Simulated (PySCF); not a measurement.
BrH2SbTe2, SMILES [Sb]([TeH])([Br])[TeH].

Coordinates come from a PBE-D3(BJ)/def2-SVP optimisation. The def2 effective core potentials stand for the cores of Sb, Te; spin–orbit coupling is left out.

All values below come from PBE-D3(BJ)/def2-SVP run with PySCF.

Frequencies are harmonic and unscaled.

Give all harmonic wavenumbers and intensities. (An estimate is asked for; the answer gives what the named calculation found.)


```
mode  ν (cm⁻¹)  IR (km/mol)  moving atoms (share of kinetic energy)
----  --------  -----------  --------------------------------------
1           45          0.0               Te 79 %, Sb 10 %, Br 10 %
2           50          0.4               Br 49 %, Te 38 %, Sb 10 %
3           68          0.5               Br 40 %, Te 31 %, Sb 27 %
4          143          2.9                 H 77 %, Te 13 %, Sb 9 %
5          171          1.2                         H 83 %, Te 10 %
6          184          7.0                Sb 47 %, Te 39 %, H 13 %
7          190          5.4                Sb 43 %, Te 34 %, H 22 %
8          223         33.5                        Br 59 %, Sb 41 %
9          491          6.6                                  H 98 %
10         551          1.4                                  H 98 %
11        2043         28.8                                  H 99 %
12        2044         39.0                                  H 99 %
```
